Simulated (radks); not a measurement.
Values are calculated unless marked as measured or tabulated.
Problem. Ionisation of the scandium ion Sc3+, [Ar], to Sc4+, [Ne] 3s2 3p5, under several functionals. Scalar-relativistic Kohn-Sham, spin-unpolarised, spherical densities, finite nucleus; a radial shooting solver on a logarithmic mesh with Libxc functionals. The NIST Atomic Spectra Database gives 73.489 eV (measured). Rank these functionals by the error of their Delta-SCF ionisation energy: RPBE; PW91; r2SCAN; exchange-only PBE; LDA (Slater exchange, VWN5 correlation).

Solution. From best to worst: RPBE 73.882 eV (+0.392); LDA (Slater exchange, VWN5 correlation) 73.929 eV (+0.440); PW91 73.991 eV (+0.501); exchange-only PBE 72.574 eV (-0.915); r2SCAN 74.651 eV (+1.161). Spin polarisation and multiplet splitting are left out, so open shells lie too high by an amount that depends on their filling.

Beside tabulated values, note that spin-unpolarised runs miss the spin-polarisation part of the exchange energy of open shells.
